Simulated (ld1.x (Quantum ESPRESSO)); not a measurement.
## Configuration tests for Au (RRKJ)

```json
{"Element": "Au (Z = 79)", "Generator": "ld1.x (Quantum ESPRESSO) 7.5", "Type": "norm-conserving RRKJ (Kleinman–Bylander form)", "Functional": "PBE", "Relativity": "scalar-relativistic", "Frozen core": "[Xe] 4f14", "Valence charge": "11", "Reference configuration": "5d10 6s1 6p0", "Partial waves": "6s (bound): rc 2.25 bohr; 6p (bound, empty): rc 3.85 bohr; 5d (bound): rc 2.40 bohr", "Local potential": "the d channel", "Core correction": "none", "rho0": "0.001"}
```

Energies are relative to the spin-unpolarised reference configuration 5d10 6s1 6p0; without spin polarisation the order of configurations can differ from experiment. Not all tests gave a result: 2 of 7 tests not solved or not reliable. Left out of the table: 5d10 6s0 6p1 (solver errors, printed error -2.3 eV); 5d9 6s1 6p1 (solver errors, printed error -2.6 eV). The frozen-core shift is the all-electron ΔE with the core orbitals held at their reference shape minus the fully relaxed ΔE.

| valence configuration | charge | ΔE all-electron (eV) | error AE − PS (meV) | frozen-core shift (meV) |
| --- | --- | --- | --- | --- |
| 5d9 6s0 6p0 | +2 | 30.617 | +6.6 | +35 |
| 5d8 6s0 6p0 | +3 | 64.494 | -44 | +199 |
| 5d9 6s2 6p0 | 0 | 1.693 | -37 | +17 |

Question: What are ΔE and the potential's error for 5d10 6s0 6p0?

Answer: ΔE = 9.409 eV all-electron; the error (AE − PS) is -1.7 meV.

Question: What are ΔE and the potential's error for 5d10 6s0.5 6p0?

Answer: ΔE = 3.773 eV all-electron; the error (AE − PS) is -1.3 meV.

Note: ghost states, extra bound levels that the all-electron valence spectrum of the same l lacks: s at -54.5 eV, p at -2.12 eV. A true bound ghost makes a file unfit for plane-wave use.
